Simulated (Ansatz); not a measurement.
Total energies of ZrBrF₃ from Ansatz at PBE0-D4/def2-TZVP, gas phase (1 Eh = 27.2114 eV = 2625.5 kJ/mol). The reference geometry is relaxed at PBE0-D4/def2-SVP.

```xyz
5

Zr   -0.0464   -0.1023    0.0094
Br    0.9814    2.1625   -0.1978
F     0.3154   -0.8199    1.7180
F     0.6661   -1.2556   -1.3051
F    -1.9164    0.0154   -0.2245
```

```csv
state,geometry,energy (Eh)
charge 0 singlet,reference,-2920.62302
charge 1 doublet,reference,-2920.19370
charge 1 doublet,relaxed at PBE0-D4/def2-SVP,-2920.21168
free Zr atom (triplet),–,-46.88229
free Br atom (doublet),–,-2573.81189
free F atom (doublet),–,-99.67617
```

In the def2 sets Zr takes a core potential; there is no spin–orbit coupling.

(1) Work out the vertical ionisation energy to the doublet.

(2) How much does the charge 1 doublet relax, and what is the adiabatic ionisation energy?

(3) What is the binding energy per atom against free atoms?

(1) E(charge 1 doublet) − E(charge 0 singlet) = -2920.19370 − (-2920.62302) = 0.42932 Eh = 11.68 eV. For comparison, −ε of the highest occupied level is 9.28 eV at this level, 2.40 eV less.

(2) Relaxation: -2920.19370 − (-2920.21168) = 0.01798 Eh = 0.49 eV. Adiabatic ionisation energy: 0.41134 Eh = 11.19 eV, without zero-point energy. 

(3) Atoms: 1 × (-46.88229) + 1 × (-2573.81189) + 3 × (-99.67617) = -2919.72269 Eh. Binding: -2919.72269 − (-2920.62302) = 0.90033 Eh = 24.50 eV, or 4.90 eV for each of 5 atoms (no zero-point energy, no counterpoise term).
